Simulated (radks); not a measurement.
Valence configurations of neutral niobium (all share [Kr]). Method: scalar-relativistic Kohn-Sham, LDA (Slater exchange, Perdew-Wang correlation), spin-unpolarised, spherical densities, point nucleus; computed with a radial shooting solver on a logarithmic mesh with Libxc functionals. Order these by energy: 4d3.5 5s0.5 5p1; 4d4 5p1; 4d3.5 5s1.5; 4d4 5s0.5 5p0.5; 4d3 5s2; 4d4.5 5s0.5; 4d3 5s1 5p1; 4d3 5s0.5 5p1.5; 4d5; 4d4 5s1.

Answer. From the lowest, in eV above it: 4d3 5s2 0.000; 4d3.5 5s1.5 0.165; 4d4 5s1 0.556; 4d4.5 5s0.5 1.138; 4d5 1.876; 4d4 5s0.5 5p0.5 2.058; 4d3.5 5s0.5 5p1 3.371; 4d3 5s1 5p1 3.381; 4d4 5p1 3.601; 4d3 5s0.5 5p1.5 5.138. NIST lists [Kr] 4d4 5s1 as the ground configuration; this level of theory puts 4d3 5s2 lower, by 0.556 eV. The energies are those of spherical spin-averaged densities, not of single terms.
